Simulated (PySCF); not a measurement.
C3H7NOSi. Atoms are numbered in the order given.

```xyz
13

C      1.9813     1.8268    -0.0311
C      1.7468     0.6386     0.0250
C      1.4020    -0.7892     0.0957
N      0.0923    -1.0662     0.6483
Si    -1.3523    -0.6411    -0.2193
O     -1.7252     0.9827    -0.2138
H      2.2098     2.8760    -0.0742
H      1.4568    -1.2076    -0.9249
H      2.1825    -1.3173     0.6699
H      0.0660    -0.9552     1.6579
H     -2.5074    -1.3080     0.4316
H     -1.1092    -1.1313    -1.6097
H     -0.9919     1.5638    -0.4450
```

The structure is a stationary point at PBE0-D3(BJ)/def2-SVP. The structure was generated by enumeration, and PubChem lists no compound with its InChIKey, so it may never have been made. The values are those of a single conformer.

These are PySCF with PBE/pcSseg-1 values and carry that method's errors.

GIAO shieldings, no solvent; atoms listed in one row are averaged. δ = σ(ref) − σ: ¹³C against TMS (σ = 182.0 ppm); ¹⁵N against NH3 (σ = 267.0 ppm); ²⁹Si against TMS (σ = 335.4 ppm); ¹⁷O against H2O (σ = 334.3 ppm); ¹H against TMS (σ = 31.49 ppm), references at their B3LYP-D3(BJ)/def2-TZVP geometries, non-relativistic.

Computed chemical shifts:
```
nucleus   atoms  count  δ (ppm)
-------  ------  -----  -------
¹³C          C2      1     92.2
¹³C          C1      1     74.7
¹³C          C3      1     39.8
¹⁵N          N4      1     69.3
²⁹Si        Si5      1    -22.4
¹⁷O          O6      1     71.9
¹H          H12      1     5.36
¹H          H11      1     5.03
¹H       H8, H9      2     4.01
¹H           H7      1     2.32
¹H          H13      1     2.19
¹H          H10      1     1.58
```
